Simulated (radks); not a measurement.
The neodymium ion Nd4+, 56 electrons, occupied as [Xe] 4f2. Method: Dirac Kohn-Sham, LDA (Slater exchange, Perdew-Zunger correlation), spin-unpolarised, spherical densities, point nucleus; open shells fill j = l - 1/2 first; computed with a radial shooting solver on a logarithmic mesh with Libxc functionals.

Normalised radial functions P(r) = r R(r) (large component), r in bohr:

```
   r/bohr * 4d3/2, o 4d5/2, + 4f5/2 (the largest magnitude, 1.31, reaches the edge; | marks zero, & curves that meet)
 0.001708                             &
 0.002609                             &
 0.004019                             &
 0.006142                             &
 0.009385                             &
  0.01446                             &
  0.02209                             +&
  0.03403                             + &
  0.05199                             +   &
  0.07945                             |+       &
   0.1224                             | +           o*
    0.187                             |     +       &
    0.288                             *o          +
   0.4402        *o                   |                  +
   0.6726  &                          |                     +
    1.036              &              |                +
    1.583                         &   |        +
    2.419                             &  +
    3.726                             &
    5.694                             &
```

4d3/2: eigenvalue -169.86 eV, 1 radial node at r = 0.290 bohr, <r> = 0.693 bohr, 90 % of the charge inside 1.04 bohr. 4d5/2: eigenvalue -165.75 eV, 1 radial node at r = 0.294 bohr, <r> = 0.702 bohr, 90 % of the charge inside 1.05 bohr. 4f5/2: eigenvalue -50.325 eV, 0 radial nodes, <r> = 0.896 bohr, 90 % of the charge inside 1.49 bohr.
